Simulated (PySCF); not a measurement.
PBE0 beside CCSD(T) along group 15: bonds to N

PBE0 and CCSD(T) in PySCF with def2-TZVPPD on every atom (core potentials on Sb), for the lowest determinant that a PBE0 search found; no spin–orbit coupling.

| molecule | state (unpaired electrons) | PBE0 Re (Å) | PBE0 ωe (cm⁻¹) | PBE0 De (eV) | CCSD(T) Re (Å) | CCSD(T) ωe (cm⁻¹) | CCSD(T) De (eV) |
| --- | --- | --- | --- | --- | --- | --- | --- |
| N2 | singlet (closed shell) | 1.089 | 2485 | 9.77 | 1.103 | 2347 | 9.42 |
| PN | singlet (closed shell) | 1.479 | 1429 | 6.00 | 1.502 | 1323 | 5.87 |
| AsN | singlet (closed shell) | 1.603 | 1168 | 4.62 | 1.630 | 1064 | 4.67 |
| SbN | singlet (closed shell) | 1.804 | 977 | 3.17 | ? | ? | ? |

**Question.** Estimate the CCSD(T) values of SbN by adding the mean shift from PBE0 to CCSD(T) of the other rows, and compare with the calculation.

**Answer.** The mean shifts are +2.1 pm, -116 cm⁻¹ and -0.14 eV, which give 1.825 Å, 861 cm⁻¹ and 3.03 eV. CCSD(T)/def2-TZVPPD gives Re = 1.840 Å, ωe = 872 cm⁻¹, De = 3.41 eV.

**Question.** What are the mean differences of PBE0 from CCSD(T) over the whole series?

**Answer.** Re -2.5 pm, ωe +113 cm⁻¹, De +0.05 eV.

In a basis of this size CCSD(T) is itself not converged; it tends to give bonds that are too long and too weak.

Correlated steps freeze the inner cores (2 to 10 orbitals); shallow outer-core shells are correlated. These are scalar-relativistic numbers at best; spin–orbit coupling would shift them, the dissociation energy most. Where the molecule has an RHF reference, its open-shell atoms are computed with UHF. The CCSD T1 diagnostic is raised in SbN, a sign that a single reference may not be enough there.
